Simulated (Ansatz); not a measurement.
ClGeH5Si (`[SiH3][GeH2][Cl]`), relaxed with RKS PBE0-D4/def2-TZVP in Ansatz 0.2.0 from a PBE-D4/def2-SVP geometry. The force threshold is 0.005 eV/Å; the program also tests the step.

The species carries charge 0 and has multiplicity 1.

Start:

```xyz
8

Si    0.797    0.183   -0.939
Ge   -0.747    0.024    0.881
Cl   -1.030   -2.122    1.245
H     1.043    1.636   -1.252
H     0.211   -0.500   -2.142
H     2.091   -0.477   -0.555
H    -2.146    0.615    0.557
H    -0.218    0.640    2.206
```

| step | energy (eV) | largest force (eV/Å) | largest move (Å) |
| --- | --- | --- | --- |
| 1 | -76987.1296 | 0.326 | 0.000 |
| 2 | -76987.1496 | 0.102 | 0.038 |
| 3 | -76987.1511 | 0.017 | 0.012 |
| 4 | -76987.1512 | 0.007 | 0.005 |
| 5 | -76987.1512 | 0.002 | 0.003 |

End:

```xyz
8

Si    0.795    0.187   -0.939
Ge   -0.741    0.025    0.872
Cl   -1.030   -2.092    1.244
H     1.044    1.619   -1.253
H     0.215   -0.491   -2.125
H     2.069   -0.468   -0.550
H    -2.134    0.597    0.562
H    -0.219    0.621    2.189
```

Run time 35 s (2 threads of a server CPU on a shared host); peak host memory 0.39 GiB.
